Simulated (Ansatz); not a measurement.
```yaml
crystal:
  periodic: [false, false, false]
  atoms:
    - {symbol: Cl, position_ang: [-0.147451, -0.647556, 2.260752]}
    - {symbol: Hf, position_ang: [0.061019, -0.064005, 0.032919]}
    - {symbol: Cl, position_ang: [1.936190, -1.089294, -0.849942]}
    - {symbol: I, position_ang: [-2.116004, -0.871284, -1.310817]}
    - {symbol: I, position_ang: [0.316248, 2.598437, -0.174310]}
basis:
  gaussian: {orbitals: def2-mTZVP}
hamiltonian: {xc: {name: wPBEh}}
scf: {lower_state_search: off}
multiplicity: 3
output: {forces: true}
```

```sh
$ ansatz run in.yaml --threads 4 --pin off --events-out ev --progress --plain --max-ram 11315MiB
```

Output, abridged:

```
Error: YAML parse error: error: line 13 column 1: unknown field `multiplicity`, expected one of crystal, accuracy, basis, kpoints, hamiltonian, magnetization, projection, total_charge, correlation, batch, efield, external_charges, scf, relax, neb, saddle, md, ramp, phonons, dielectric, real_time, elastic, magnetic_configurations, gw, evaluate, workflow, output, checkpoint, execution
11 | hamiltonian: {xc: {name: wPBEh}}
12 | scf: {lower_state_search: off}
13 | multiplicity: 3
14 | output: {forces: true}
```

In this input the input holds a key that doesn't belong there. The program refused the input.
